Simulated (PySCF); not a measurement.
A geometry optimisation, step by step.

Species: C2H8N2OSi.
Bonds: N1–Si2, Si2–N3, Si2–C4, C4–C5, C5–O6 (double). Hydrogens: H7, H8 on N1; H9 on Si2; H10, H11 on N3; H12, H13 on C4; H14 on C5.

Method: PBE0-D3(BJ)/def2-SVP geometry optimisation, gas phase in PySCF 2.14.0; density fitting, grid level 1; the optimiser is geomeTRIC in internal coordinates, started from a GFN2-xTB structure with every atom displaced at random (about 0.01 Å). 8 of its 20 geometries are shown. The frame can shift and turn from step to step; on so coarse a grid that alone can change the energy by a few meV, and forces under 0.02 eV/Å are noise.

Step 0: E = -15091.2284 eV, largest atomic force 1.915 eV/Å
```
atom  x, y, z in Å  |  force x, y, z in eV/Å
N1     -0.879    1.386   -0.505   -0.466   1.606  -0.345
Si2    -0.618   -0.030    0.389    0.525  -1.174  -0.248
N3     -1.781   -1.293    0.171    0.866   0.579   0.776
C4      1.063   -0.673   -0.376   -1.869   0.413  -0.057
C5      2.037    0.324   -0.058    1.202   1.125   0.437
O6      2.234    1.359   -0.660   -0.091  -0.182  -0.043
H7     -1.665    2.017   -0.300    0.374  -0.476  -0.092
H8     -0.081    1.955   -0.807   -0.089  -0.397   0.080
H9     -0.499    0.114    1.866    0.021   0.096   0.108
H10    -2.664   -1.200    0.627   -0.689  -0.071   0.373
H11    -1.873   -1.722   -0.717   -0.194  -0.418  -1.079
H12     0.887   -0.742   -1.440   -0.224   0.056  -0.725
H13     1.244   -1.637    0.031    0.398  -1.189   0.651
H14     2.589    0.127    0.892    0.234   0.031   0.163
```

Step 3: E = -15091.4229 eV, largest atomic force 0.312 eV/Å
```
atom  x, y, z in Å  |  force x, y, z in eV/Å
N1     -0.815    1.436   -0.586    0.231   0.147  -0.027
Si2    -0.659   -0.007    0.353   -0.059   0.079  -0.145
N3     -1.862   -1.217    0.114    0.072   0.000   0.032
C4      0.989   -0.706   -0.276    0.146   0.050  -0.058
C5      2.096    0.238    0.016    0.002   0.148   0.023
O6      2.315    1.239   -0.625    0.069  -0.032   0.059
H7     -1.470    2.165   -0.324   -0.009  -0.022  -0.033
H8      0.050    1.841   -0.957   -0.233  -0.155   0.138
H9     -0.640    0.200    1.836    0.016   0.019  -0.003
H10    -2.718   -1.180    0.649   -0.123  -0.030   0.138
H11    -2.048   -1.549   -0.823   -0.052  -0.013  -0.161
H12     0.874   -0.798   -1.371   -0.051   0.003   0.069
H13     1.157   -1.689    0.171    0.014  -0.196   0.086
H14     2.707    0.008    0.933   -0.022   0.003  -0.118
```

Step 5: E = -15091.4425 eV, largest atomic force 0.167 eV/Å
```
atom  x, y, z in Å  |  force x, y, z in eV/Å
N1     -0.806    1.434   -0.580   -0.128  -0.057   0.031
Si2    -0.664   -0.015    0.344   -0.032  -0.052   0.005
N3     -1.882   -1.215    0.090   -0.049   0.068  -0.073
C4      1.008   -0.704   -0.258    0.010  -0.029   0.100
C5      2.115    0.251    0.013   -0.037  -0.032  -0.021
O6      2.314    1.261   -0.618   -0.009   0.028  -0.010
H7     -1.493    2.147   -0.364   -0.016  -0.013  -0.009
H8      0.057    1.841   -0.923    0.146   0.060  -0.054
H9     -0.661    0.180    1.828    0.013  -0.016   0.017
H10    -2.700   -1.229    0.692    0.095  -0.027  -0.016
H11    -2.134   -1.473   -0.860   -0.009   0.032   0.064
H12     0.878   -0.809   -1.347   -0.002  -0.020  -0.034
H13     1.180   -1.692    0.200   -0.005   0.077  -0.024
H14     2.763    0.006    0.894    0.021  -0.019   0.024
```

Step 8: E = -15091.4638 eV, largest atomic force 0.117 eV/Å
```
atom  x, y, z in Å  |  force x, y, z in eV/Å
N1     -0.781    1.425   -0.576    0.016  -0.020  -0.071
Si2    -0.665   -0.024    0.339    0.021  -0.029   0.055
N3     -1.929   -1.150    0.014   -0.051   0.104   0.016
C4      1.027   -0.708   -0.214   -0.020   0.000  -0.073
C5      2.137    0.251    0.018    0.001   0.003   0.029
O6      2.278    1.294   -0.579    0.003  -0.013  -0.008
H7     -1.534    2.094   -0.476    0.009   0.012   0.022
H8      0.091    1.851   -0.887   -0.029   0.005   0.020
H9     -0.667    0.099    1.834   -0.001  -0.002  -0.007
H10    -2.585   -1.389    0.746    0.007  -0.043   0.001
H11    -2.357   -1.201   -0.904    0.026  -0.020  -0.009
H12     0.895   -0.854   -1.301    0.014  -0.001   0.008
H13     1.206   -1.680    0.266    0.008  -0.002   0.012
H14     2.859   -0.025    0.830   -0.004   0.008   0.006
```

Step 11: E = -15091.4733 eV, largest atomic force 0.061 eV/Å
```
atom  x, y, z in Å  |  force x, y, z in eV/Å
N1     -0.757    1.432   -0.602    0.045   0.029   0.030
Si2    -0.662   -0.010    0.330    0.033   0.002  -0.042
N3     -1.996   -1.037    0.003   -0.048   0.035   0.010
C4      1.016   -0.734   -0.228    0.043  -0.004   0.028
C5      2.127    0.217    0.032   -0.002   0.021  -0.006
O6      2.309    1.242   -0.584    0.012  -0.011   0.006
H7     -1.484    2.121   -0.453   -0.001  -0.004  -0.007
H8      0.125    1.856   -0.886   -0.033  -0.026   0.004
H9     -0.621    0.091    1.827   -0.018   0.024  -0.002
H10    -2.549   -1.473    0.726    0.008  -0.031   0.036
H11    -2.425   -1.089   -0.911    0.000  -0.021  -0.039
H12     0.911   -0.896   -1.314   -0.020   0.028   0.005
H13     1.180   -1.696    0.278   -0.009  -0.042  -0.010
H14     2.801   -0.042    0.892   -0.010   0.001  -0.013
```

Step 14: E = -15091.4823 eV, largest atomic force 0.091 eV/Å
```
atom  x, y, z in Å  |  force x, y, z in eV/Å
N1     -0.714    1.464   -0.622   -0.053   0.002   0.073
Si2    -0.667    0.031    0.327   -0.028  -0.013  -0.027
N3     -2.078   -0.901    0.032   -0.044  -0.001  -0.050
C4      0.980   -0.762   -0.247   -0.013  -0.013   0.090
C5      2.118    0.142    0.057   -0.005  -0.040  -0.026
O6      2.369    1.154   -0.556   -0.011   0.023  -0.006
H7     -1.399    2.189   -0.439   -0.005  -0.015  -0.027
H8      0.182    1.853   -0.905    0.053   0.003  -0.026
H9     -0.608    0.156    1.820    0.017  -0.007   0.004
H10    -2.476   -1.539    0.709    0.045   0.038  -0.015
H11    -2.434   -1.048   -0.906    0.028  -0.006   0.052
H12     0.869   -0.871   -1.338    0.002  -0.004  -0.022
H13     1.098   -1.750    0.227    0.001   0.039  -0.032
H14     2.735   -0.137    0.950    0.014  -0.005   0.010
```

Step 16: E = -15091.4841 eV, largest atomic force 0.062 eV/Å
```
atom  x, y, z in Å  |  force x, y, z in eV/Å
N1     -0.710    1.473   -0.611    0.013  -0.006  -0.002
Si2    -0.671    0.041    0.335   -0.023  -0.012   0.002
N3     -2.083   -0.891    0.041    0.027   0.054   0.016
C4      0.970   -0.761   -0.242   -0.006   0.018  -0.025
C5      2.120    0.131    0.049    0.001   0.001   0.005
O6      2.362    1.152   -0.553   -0.003   0.001  -0.002
H7     -1.402    2.197   -0.461   -0.005   0.000  -0.003
H8      0.187    1.850   -0.909   -0.003   0.004   0.002
H9     -0.610    0.166    1.828    0.002  -0.015   0.001
H10    -2.454   -1.538    0.724   -0.011  -0.004  -0.015
H11    -2.426   -1.061   -0.896   -0.002  -0.023   0.013
H12     0.847   -0.857   -1.333    0.006  -0.014   0.002
H13     1.086   -1.754    0.215    0.001   0.001   0.012
H14     2.760   -0.167    0.921    0.005  -0.004  -0.006
```

Step 19: E = -15091.4848 eV, largest atomic force 0.030 eV/Å
```
atom  x, y, z in Å  |  force x, y, z in eV/Å
N1     -0.701    1.481   -0.601    0.018   0.009  -0.004
Si2    -0.669    0.049    0.344    0.020   0.011  -0.001
N3     -2.097   -0.862    0.066   -0.021  -0.021  -0.003
C4      0.960   -0.768   -0.246    0.000  -0.006  -0.012
C5      2.122    0.117    0.019    0.004   0.013  -0.001
O6      2.354    1.137   -0.588    0.003  -0.007   0.003
H7     -1.397    2.204   -0.463   -0.002  -0.003   0.003
H8      0.196    1.854   -0.905   -0.013  -0.004   0.004
H9     -0.592    0.163    1.838   -0.001   0.006   0.000
H10    -2.463   -1.506    0.754    0.002  -0.001   0.017
H11    -2.427   -1.065   -0.869   -0.001   0.009  -0.013
H12     0.827   -0.883   -1.335   -0.006   0.000   0.005
H13     1.077   -1.755    0.225   -0.001  -0.007   0.007
H14     2.784   -0.186    0.872   -0.003  -0.001  -0.004
```

Problem. Summarise the path.

Solution. The energy falls by 0.2564 eV from step 0 to step 19; nine tenths of that is first reached at step 8. It falls at every step. The largest force goes from 1.915 to 0.030 eV/Å. Among the bonds C4–C5 changes most, from 1.430 to 1.485 Å; the atoms move by 0.283 Å rms after alignment.

Problem. Follow the three bonds and two angles with the largest change from start to end.

Solution. 
```json
{"step": "0", "E above end (eV)": "0.2564", "largest force (eV/Å)": "1.915", "C4–C5 (Å)": "1.430", "Si2–C4 (Å)": "1.955", "C4–H13 (Å)": "1.062", "N3–Si2–C4 (°)": "106.8", "N1–Si2–N3 (°)": "116.1"}
{"step": "1", "E above end (eV)": "0.0801", "largest force (eV/Å)": "0.307", "C4–C5 (Å)": "1.488", "Si2–C4 (Å)": "1.912", "C4–H13 (Å)": "1.105", "N3–Si2–C4 (°)": "109.1", "N1–Si2–N3 (°)": "117.2"}
{"step": "2", "E above end (eV)": "0.0760", "largest force (eV/Å)": "0.481", "C4–C5 (Å)": "1.487", "Si2–C4 (Å)": "1.905", "C4–H13 (Å)": "1.100", "N3–Si2–C4 (°)": "108.4", "N1–Si2–N3 (°)": "116.9"}
{"step": "3", "E above end (eV)": "0.0620", "largest force (eV/Å)": "0.312", "C4–C5 (Å)": "1.484", "Si2–C4 (Å)": "1.897", "C4–H13 (Å)": "1.093", "N3–Si2–C4 (°)": "107.6", "N1–Si2–N3 (°)": "116.6"}
{"step": "4", "E above end (eV)": "0.0530", "largest force (eV/Å)": "0.088", "C4–C5 (Å)": "1.485", "Si2–C4 (Å)": "1.903", "C4–H13 (Å)": "1.098", "N3–Si2–C4 (°)": "108.0", "N1–Si2–N3 (°)": "116.7"}
{"step": "5", "E above end (eV)": "0.0423", "largest force (eV/Å)": "0.167", "C4–C5 (Å)": "1.487", "Si2–C4 (Å)": "1.906", "C4–H13 (Å)": "1.102", "N3–Si2–C4 (°)": "108.7", "N1–Si2–N3 (°)": "116.5"}
{"step": "6", "E above end (eV)": "0.0315", "largest force (eV/Å)": "0.191", "C4–C5 (Å)": "1.488", "Si2–C4 (Å)": "1.908", "C4–H13 (Å)": "1.103", "N3–Si2–C4 (°)": "109.6", "N1–Si2–N3 (°)": "115.9"}
{"step": "7", "E above end (eV)": "0.0257", "largest force (eV/Å)": "0.170", "C4–C5 (Å)": "1.487", "Si2–C4 (Å)": "1.908", "C4–H13 (Å)": "1.101", "N3–Si2–C4 (°)": "110.4", "N1–Si2–N3 (°)": "114.9"}
{"step": "8", "E above end (eV)": "0.0210", "largest force (eV/Å)": "0.117", "C4–C5 (Å)": "1.486", "Si2–C4 (Å)": "1.907", "C4–H13 (Å)": "1.099", "N3–Si2–C4 (°)": "111.2", "N1–Si2–N3 (°)": "113.7"}
{"step": "9", "E above end (eV)": "0.0178", "largest force (eV/Å)": "0.096", "C4–C5 (Å)": "1.486", "Si2–C4 (Å)": "1.908", "C4–H13 (Å)": "1.098", "N3–Si2–C4 (°)": "111.8", "N1–Si2–N3 (°)": "112.8"}
{"step": "10", "E above end (eV)": "0.0144", "largest force (eV/Å)": "0.090", "C4–C5 (Å)": "1.486", "Si2–C4 (Å)": "1.909", "C4–H13 (Å)": "1.098", "N3–Si2–C4 (°)": "112.6", "N1–Si2–N3 (°)": "111.8"}
{"step": "11", "E above end (eV)": "0.0115", "largest force (eV/Å)": "0.061", "C4–C5 (Å)": "1.486", "Si2–C4 (Å)": "1.911", "C4–H13 (Å)": "1.099", "N3–Si2–C4 (°)": "113.6", "N1–Si2–N3 (°)": "110.9"}
{"step": "12", "E above end (eV)": "0.0083", "largest force (eV/Å)": "0.111", "C4–C5 (Å)": "1.486", "Si2–C4 (Å)": "1.914", "C4–H13 (Å)": "1.100", "N3–Si2–C4 (°)": "114.8", "N1–Si2–N3 (°)": "109.8"}
{"step": "13", "E above end (eV)": "0.0052", "largest force (eV/Å)": "0.151", "C4–C5 (Å)": "1.485", "Si2–C4 (Å)": "1.917", "C4–H13 (Å)": "1.102", "N3–Si2–C4 (°)": "115.9", "N1–Si2–N3 (°)": "109.1"}
{"step": "14", "E above end (eV)": "0.0025", "largest force (eV/Å)": "0.091", "C4–C5 (Å)": "1.485", "Si2–C4 (Å)": "1.916", "C4–H13 (Å)": "1.101", "N3–Si2–C4 (°)": "115.5", "N1–Si2–N3 (°)": "109.6"}
{"step": "15", "E above end (eV)": "0.0016", "largest force (eV/Å)": "0.034", "C4–C5 (Å)": "1.484", "Si2–C4 (Å)": "1.916", "C4–H13 (Å)": "1.100", "N3–Si2–C4 (°)": "115.7", "N1–Si2–N3 (°)": "109.4"}
{"step": "16", "E above end (eV)": "0.0007", "largest force (eV/Å)": "0.062", "C4–C5 (Å)": "1.484", "Si2–C4 (Å)": "1.915", "C4–H13 (Å)": "1.100", "N3–Si2–C4 (°)": "115.2", "N1–Si2–N3 (°)": "109.9"}
{"step": "17", "E above end (eV)": "0.0004", "largest force (eV/Å)": "0.028", "C4–C5 (Å)": "1.484", "Si2–C4 (Å)": "1.915", "C4–H13 (Å)": "1.099", "N3–Si2–C4 (°)": "115.3", "N1–Si2–N3 (°)": "109.8"}
{"step": "18", "E above end (eV)": "0.0001", "largest force (eV/Å)": "0.033", "C4–C5 (Å)": "1.485", "Si2–C4 (Å)": "1.916", "C4–H13 (Å)": "1.099", "N3–Si2–C4 (°)": "115.5", "N1–Si2–N3 (°)": "109.7"}
{"step": "19", "E above end (eV)": "0.0000", "largest force (eV/Å)": "0.030", "C4–C5 (Å)": "1.485", "Si2–C4 (Å)": "1.916", "C4–H13 (Å)": "1.100", "N3–Si2–C4 (°)": "115.5", "N1–Si2–N3 (°)": "109.8"}
```

The cost below is that of the whole optimisation. The run took 2.0 min on one thread, Arm Neoverse V1 (aarch64), no GPU, shared host with 64 logical CPUs at a one-minute load of 28, and the process peaked at 0.50 GiB of memory.
